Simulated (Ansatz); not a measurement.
One geometry of K16⁻, several levels of theory.

```yaml
crystal:
  periodic: [false, false, false]
  atoms:
    - {symbol: K, position_ang: [-5.282047, -2.211533, 0.257050]}
    - {symbol: K, position_ang: [2.541672, 0.395762, 2.381451]}
    - {symbol: K, position_ang: [2.230696, 4.570827, 0.486304]}
    - {symbol: K, position_ang: [1.622376, -2.885933, -1.043193]}
    - {symbol: K, position_ang: [1.032141, -0.422236, -4.895443]}
    - {symbol: K, position_ang: [5.756433, -2.421103, 0.743671]}
    - {symbol: K, position_ang: [-4.810033, 2.069174, 1.474456]}
    - {symbol: K, position_ang: [-1.731758, -1.380405, 3.023117]}
    - {symbol: K, position_ang: [2.047819, -4.227146, 3.153489]}
    - {symbol: K, position_ang: [-0.933453, 3.263063, 3.485962]}
    - {symbol: K, position_ang: [4.108076, 1.142691, -1.909227]}
    - {symbol: K, position_ang: [-2.393526, -2.966337, -3.058649]}
    - {symbol: K, position_ang: [-2.215978, 5.448184, -0.381984]}
    - {symbol: K, position_ang: [-0.935477, 0.993409, -0.798115]}
    - {symbol: K, position_ang: [0.844110, 3.981306, -3.774770]}
    - {symbol: K, position_ang: [-1.881052, -5.349733, 0.855882]}
basis:
  gaussian: {orbitals: def2-SVP, initial_orbitals: start.molden}
total_charge: -1
magnetization: {spin_polarized: true, initial_magnetization: 1}
hamiltonian: {xc: pbe}
correlation: {method: rpa}
scf: {omitted_lower_state_checks: [starts]}
```

The file start.molden holds the orbitals of an earlier run on this structure, at another level or in another basis.

```sh
$ ansatz run in.yaml --threads 2 --pin off --events-out ev --progress --plain --max-ram 32768MiB --backend cuda --devices 0, --max-vram 18GiB
```

Output, abridged:

```
Functional definition: PBE
3648 factors; integrals over basis functions are off by at most 4.8e-4 eV
mean field evaluation 1: about -261071.8060 eV, gradient 4.8e0 eV
mean field evaluation 2: about -261071.8744 eV, gradient 1.9e-1 eV
mean field evaluation 4: about -261071.8666 eV, gradient 6.3e-2 eV
mean field evaluation 8: about -261071.8688 eV, gradient 1.4e-2 eV
mean field -261071.86887192 eV, -9594.2142201746 hartree, gradient 3.0e-6 eV, S^2 0.781200; 0 other end points of the search recorded, 0 dependent functions left out
80 core orbitals not correlated: weight in the atoms' cores, before any rotation towards them, 1.000 or more for the frozen orbitals, at most 0.000 for the correlated occupied ones
reference -260828.21470222 eV, -9585.2600945927 hartree; 73, 72 occupied and 231, 232 virtual orbitals, 3648 factors
Total energy: -260875.27467199 eV, -9586.9895165834 hartree
Checks for a lower state left out: starts
```

Hardware: 2 threads of AMD EPYC 7R13 on a shared host and a share (18 GiB) of an NVIDIA H100 80GB HBM3. Wall time 33 s, peak host memory 2.4 GiB.

The first input with `correlation: {method: mp2}`, `output: {orbitals: {seedname: orbitals}}` and without the key `hamiltonian` (abridged; 30 s):

```
Functional definition: HF
mean field evaluation 16: about -260829.9791 eV, gradient 6.3e-1 eV
mean field evaluation 32: about -260830.0803 eV, gradient 7.9e-2 eV
mean field -260830.08260446 eV, -9585.3287387340 hartree, gradient 1.6e-6 eV, S^2 5.482592
80 core orbitals not correlated: weight in the atoms' cores, before any rotation towards them, 1.000 or more for the frozen orbitals, at most 0.000 for the correlated occupied ones
second order -25.37514108 eV of doubles, -0.00000000 eV of singles
Total energy: -260855.45774554 eV, -9586.2612579688 hartree
Checks for a lower state left out: starts
```

Geometry: r2SCAN/def2-SVP.

Correlated methods freeze 80 core orbitals; core or outer-core shells of K are correlated, in sets that lack core-valence functions. At MP2/def2-SVP the charge -1 doublet is spin-contaminated (final ⟨S²⟩ up to 5.48, 0.75 for a pure state). The structure comes from a short search, and lower isomers may exist.
